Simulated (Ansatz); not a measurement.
Ansatz (an electronic-structure program) input file for Si(H)(NH2)3 (H7N3Si), SMILES N[SiH](N)N, PBE0-D3(BJ)/def2-SVP. 

Ansatz 0.2 input:
```yaml
crystal:
  periodic: [false, false, false]
  atoms:
    - {symbol: Si, position_ang: [0.00328666, 0.17684956, 0.31476776]}
    - {symbol: N, position_ang: [-0.83411174, 1.25028544, -0.75587328]}
    - {symbol: N, position_ang: [1.62499842, -0.16606719, -0.16118890]}
    - {symbol: N, position_ang: [-0.72932101, -1.39474651, 0.34495571]}
    - {symbol: H, position_ang: [0.07483992, 0.90651053, 1.58245912]}
    - {symbol: H, position_ang: [-1.71943917, 1.62337146, -0.45537795]}
    - {symbol: H, position_ang: [-0.89808424, 0.99173323, -1.72822728]}
    - {symbol: H, position_ang: [2.22017620, 0.62320192, -0.34771824]}
    - {symbol: H, position_ang: [1.76412922, -0.86844494, -0.86944456]}
    - {symbol: H, position_ang: [-1.70030283, -1.45052577, 0.60722376]}
    - {symbol: H, position_ang: [-0.21829188, -2.12804246, 0.80908200]}
basis:
  gaussian:
    orbitals: def2-SVP
hamiltonian:
  xc: pbe0
  dispersion: d3bj
relax: {f_tol: 0.002, max_steps: 200}
```

Program output:

```
[...]
these checks for a lower state are left out or cut short: starts, cluster_reference, orbital_swaps, neighbouring_geometries, increment
integrals: 0.05 GiB planned
1030 factors; integrals over basis functions are off by at most 4.3e-4 eV
mean field: 0.36 GiB planned
mean field -12449.53739885 eV, -457.5120608083 hartree, gradient 1.3e-5 eV, S^2 0.000000; 0 other end points of the search recorded, 0 dependent functions left out
the calculation of the forces begins
reference -12449.53742732 eV, -457.5120618543 hartree; 21, 21 occupied and 74, 74 virtual orbitals, 1030 factors
relax step   5: F+E_penalty+E_count = -12449.71820806 eV  Δ(F+E_penalty+E_count) = -1.986e-2 eV  max|allowed force component| = 2.528e-1 eV/Å  Δτ_max = 0.0976 Å  (26 SCF iters, accepted)
these checks for a lower state are left out or cut short: starts, cluster_reference, orbital_swaps, neighbouring_geometries, increment
integrals: 0.05 GiB planned
1030 factors; integrals over basis functions are off by at most 4.3e-4 eV
mean field: 0.36 GiB planned
mean field -12449.54730642 eV, -457.5124249047 hartree, gradient 1.5e-5 eV, S^2 0.000000; 0 other end points of the search recorded, 0 dependent functions left out
the calculation of the forces begins
reference -12449.54733491 eV, -457.5124259518 hartree; 21, 21 occupied and 74, 74 virtual orbitals, 1030 factors
relax step   6: F+E_penalty+E_count = -12449.72766812 eV  Δ(F+E_penalty+E_count) = -9.460e-3 eV  max|allowed force component| = 1.721e-1 eV/Å  Δτ_max = 0.1000 Å  (26 SCF iters, accepted)
these checks for a lower state are left out or cut short: starts, cluster_reference, orbital_swaps, neighbouring_geometries, increment
integrals: 0.05 GiB planned
1030 factors; integrals over basis functions are off by at most 4.2e-4 eV
mean field: 0.36 GiB planned
mean field -12449.53535105 eV, -457.5119855529 hartree, gradient 2.1e-5 eV, S^2 0.000000; 0 other end points of the search recorded, 0 dependent functions left out
the calculation of the forces begins
reference -12449.53537968 eV, -457.5119866051 hartree; 21, 21 occupied and 74, 74 virtual orbitals, 1030 factors
relax step   7: F+E_penalty+E_count = -12449.71565385 eV  Δ(F+E_penalty+E_count) = +1.201e-2 eV  max|allowed force component| = 4.060e-1 eV/Å  Δτ_max = 0.1500 Å  (26 SCF iters, rejected (line search))
these checks for a lower state are left out or cut short: starts, cluster_reference, orbital_swaps, neighbouring_geometries, increment
integrals: 0.05 GiB planned
1030 factors; integrals over basis functions are off by at most 4.3e-4 eV
mean field: 0.36 GiB planned
mean field -12449.55552505 eV, -457.5127269339 hartree, gradient 6.9e-5 eV, S^2 0.000000; 0 other end points of the search recorded, 0 dependent functions left out
the calculation of the forces begins
reference -12449.55555360 eV, -457.5127279828 hartree; 21, 21 occupied and 74, 74 virtual orbitals, 1030 factors
relax step   8: F+E_penalty+E_count = -12449.73573663 eV  Δ(F+E_penalty+E_count) = -8.069e-3 eV  max|allowed force component| = 1.232e-1 eV/Å  Δτ_max = 0.0750 Å  (24 SCF iters, accepted)
these checks for a lower state are left out or cut short: starts, cluster_reference, orbital_swaps, neighbouring_geometries, increment
integrals: 0.05 GiB planned
1030 factors; integrals over basis functions are off by at most 4.2e-4 eV
mean field: 0.36 GiB planned
mean field evaluation 64: about -12449.5622 eV, gradient 6.8e-5 eV
mean field -12449.56223355 eV, -457.5129734665 hartree, gradient 6.8e-5 eV, S^2 0.000000; 0 other end points of the search recorded, 0 dependent functions left out
the calculation of the forces begins
reference -12449.56226217 eV, -457.5129745184 hartree; 21, 21 occupied and 74, 74 virtual orbitals, 1030 factors
relax step   9: F+E_penalty+E_count = -12449.74234576 eV  Δ(F+E_penalty+E_count) = -6.609e-3 eV  max|allowed force component| = 1.478e-1 eV/Å  Δτ_max = 0.0750 Å  (24 SCF iters, accepted)
these checks for a lower state are left out or cut short: starts, cluster_reference, orbital_swaps, neighbouring_geometries, increment
integrals: 0.05 GiB planned
1030 factors; integrals over basis functions are off by at most 4.2e-4 eV
mean field: 0.36 GiB planned
mean field -12449.57387235 eV, -457.5134011847 hartree, gradient 6.2e-6 eV, S^2 0.000000; 0 other end points of the search recorded, 0 dependent functions left out
the calculation of the forces begins
reference -12449.57390103 eV, -457.5134022385 hartree; 21, 21 occupied and 74, 74 virtual orbitals, 1030 factors
relax step  10: F+E_penalty+E_count = -12449.75397315 eV  Δ(F+E_penalty+E_count) = -1.163e-2 eV  max|allowed force component| = 1.930e-1 eV/Å  Δτ_max = 0.1125 Å  (29 SCF iters, accepted)
these checks for a lower state are left out or cut short: starts, cluster_reference, orbital_swaps, neighbouring_geometries, increment
integrals: 0.05 GiB planned
1030 factors; integrals over basis functions are off by at most 4.7e-4 eV
mean field: 0.36 GiB planned
mean field -12449.58551717 eV, -457.5138291237 hartree, gradient 2.6e-5 eV, S^2 0.000000; 0 other end points of the search recorded, 0 dependent functions left out
the calculation of the forces begins
reference -12449.58554573 eV, -457.5138301733 hartree; 21, 21 occupied and 74, 74 virtual orbitals, 1030 factors
relax step  11: F+E_penalty+E_count = -12449.76564755 eV  Δ(F+E_penalty+E_count) = -1.167e-2 eV  max|allowed force component| = 1.767e-1 eV/Å  Δτ_max = 0.1688 Å  (27 SCF iters, accepted)
these checks for a lower state are left out or cut short: starts, cluster_reference, orbital_swaps, neighbouring_geometries, increment
integrals: 0.05 GiB planned
1030 factors; integrals over basis functions are off by at most 5.1e-4 eV
mean field: 0.36 GiB planned
mean field -12449.58793777 eV, -457.5139180791 hartree, gradient 6.1e-5 eV, S^2 0.000000; 0 other end points of the search recorded, 0 dependent functions left out
the calculation of the forces begins
reference -12449.58796622 eV, -457.5139191246 hartree; 21, 21 occupied and 74, 74 virtual orbitals, 1030 factors
relax step  12: F+E_penalty+E_count = -12449.76846029 eV  Δ(F+E_penalty+E_count) = -2.813e-3 eV  max|allowed force component| = 1.077e-1 eV/Å  Δτ_max = 0.0648 Å  (24 SCF iters, accepted)
these checks for a lower state are left out or cut short: starts, cluster_reference, orbital_swaps, neighbouring_geometries, increment
integrals: 0.05 GiB planned
1030 factors; integrals over basis functions are off by at most 5.3e-4 eV
mean field: 0.36 GiB planned
mean field -12449.58951380 eV, -457.5139759973 hartree, gradient 5.7e-5 eV, S^2 0.000000; 0 other end points of the search recorded, 0 dependent functions left out
the calculation of the forces begins
reference -12449.58954226 eV, -457.5139770433 hartree; 21, 21 occupied and 74, 74 virtual orbitals, 1030 factors
relax step  13: F+E_penalty+E_count = -12449.76988080 eV  Δ(F+E_penalty+E_count) = -1.421e-3 eV  max|allowed force component| = 5.369e-2 eV/Å  Δτ_max = 0.0676 Å  (24 SCF iters, accepted)
these checks for a lower state are left out or cut short: starts, cluster_reference, orbital_swaps, neighbouring_geometries, increment
integrals: 0.05 GiB planned
1030 factors; integrals over basis functions are off by at most 5.3e-4 eV
mean field: 0.36 GiB planned
mean field -12449.59002181 eV, -457.5139946664 hartree, gradient 1.1e-5 eV, S^2 0.000000; 0 other end points of the search recorded, 0 dependent functions left out
the calculation of the forces begins
reference -12449.59005028 eV, -457.5139957125 hartree; 21, 21 occupied and 74, 74 virtual orbitals, 1030 factors
relax step  14: F+E_penalty+E_count = -12449.77036952 eV  Δ(F+E_penalty+E_count) = -4.887e-4 eV  max|allowed force component| = 5.657e-3 eV/Å  Δτ_max = 0.0097 Å  (23 SCF iters, accepted)
these checks for a lower state are left out or cut short: starts, cluster_reference, orbital_swaps, neighbouring_geometries, increment
integrals: 0.05 GiB planned
1030 factors; integrals over basis functions are off by at most 5.3e-4 eV
mean field: 0.36 GiB planned
mean field evaluation 96: about -12449.5900 eV, gradient 1.3e-1 eV
mean field -12449.59004468 eV, -457.5139955069 hartree, gradient 6.6e-5 eV, S^2 0.000000; 0 other end points of the search recorded, 0 dependent functions left out
the calculation of the forces begins
reference -12449.59007315 eV, -457.5139965529 hartree; 21, 21 occupied and 74, 74 virtual orbitals, 1030 factors
relax step  15: F+E_penalty+E_count = -12449.77037863 eV  Δ(F+E_penalty+E_count) = -9.110e-6 eV  max|allowed force component| = 4.424e-3 eV/Å  Δτ_max = 0.0031 Å  (19 SCF iters, accepted)
these checks for a lower state are left out or cut short: starts, cluster_reference, orbital_swaps, neighbouring_geometries, increment
integrals: 0.05 GiB planned
1030 factors; integrals over basis functions are off by at most 5.3e-4 eV
mean field: 0.36 GiB planned
mean field -12449.59004932 eV, -457.5139956774 hartree, gradient 1.4e-5 eV, S^2 0.000000; 0 other end points of the search recorded, 0 dependent functions left out
the calculation of the forces begins
reference -12449.59007779 eV, -457.5139967234 hartree; 21, 21 occupied and 74, 74 virtual orbitals, 1030 factors
relax step  16: F+E_penalty+E_count = -12449.77037980 eV  Δ(F+E_penalty+E_count) = -1.168e-6 eV  max|allowed force component| = 2.382e-3 eV/Å  Δτ_max = 0.0005 Å  (18 SCF iters, accepted)
these checks for a lower state are left out or cut short: starts, cluster_reference, orbital_swaps, neighbouring_geometries, increment
integrals: 0.05 GiB planned
1030 factors; integrals over basis functions are off by at most 5.3e-4 eV
mean field: 0.36 GiB planned
mean field -12449.59005492 eV, -457.5139958830 hartree, gradient 2.0e-5 eV, S^2 0.000000; 0 other end points of the search recorded, 0 dependent functions left out
the calculation of the forces begins
reference -12449.59008338 eV, -457.5139969291 hartree; 21, 21 occupied and 74, 74 virtual orbitals, 1030 factors
relax step  17: F+E_penalty+E_count = -12449.77038007 eV  Δ(F+E_penalty+E_count) = -2.671e-7 eV  max|allowed force component| = 1.355e-3 eV/Å  Δτ_max = 0.0005 Å  (18 SCF iters, accepted)
integrals: 0.05 GiB planned
1030 factors; integrals over basis functions are off by at most 5.3e-4 eV
mean field: 0.36 GiB planned
mean field -12449.59005492 eV, -457.5139958830 hartree, gradient 2.0e-5 eV, S^2 0.000000; 1 other end points of the search recorded, 0 dependent functions left out
the calculation of the forces begins
reference -12449.59008338 eV, -457.5139969291 hartree; 21, 21 occupied and 74, 74 virtual orbitals, 1030 factors
Total energy: -12449.77040853 eV, -457.5206237560 hartree
Atom 0 at    -0.022795     0.148629     0.293018 Å, force    -0.000120     0.000334     0.001355 eV/Å
Atom 1 at    -1.132417     1.047248    -0.684706 Å, force    -0.000076    -0.000298    -0.000295 eV/Å
Atom 2 at     1.620736    -0.135682    -0.168204 Å, force    -0.000043    -0.000266    -0.000330 eV/Å
Atom 3 at    -0.712453    -1.429683     0.354673 Å, force    -0.000061    -0.000040    -0.000405 eV/Å
Atom 4 at     0.101913     0.980393     1.533216 Å, force    -0.000023    -0.000087    -0.000202 eV/Å
Atom 5 at    -1.130409     2.059647    -0.648031 Å, force     0.000195    -0.000036     0.000070 eV/Å
Atom 6 at    -1.393272     0.713781    -1.606093 Å, force    -0.000205     0.000109    -0.000136 eV/Å
Atom 7 at     2.321321     0.576632    -0.000597 Å, force    -0.000134     0.000093    -0.000031 eV/Å
Atom 8 at     1.835974    -0.673689    -1.000324 Å, force     0.000350    -0.000066    -0.000083 eV/Å
Atom 9 at    -1.710413    -1.535037     0.491324 Å, force     0.000133     0.000073     0.000023 eV/Å
Atom 10 at    -0.190303    -2.188113     0.776384 Å, force    -0.000015     0.000184     0.000035 eV/Å
Dipole moment:     0.054089     0.016911    -0.250055 e Å
```

Self-consistency was reached.

Cost: very roughly 60 core-seconds.
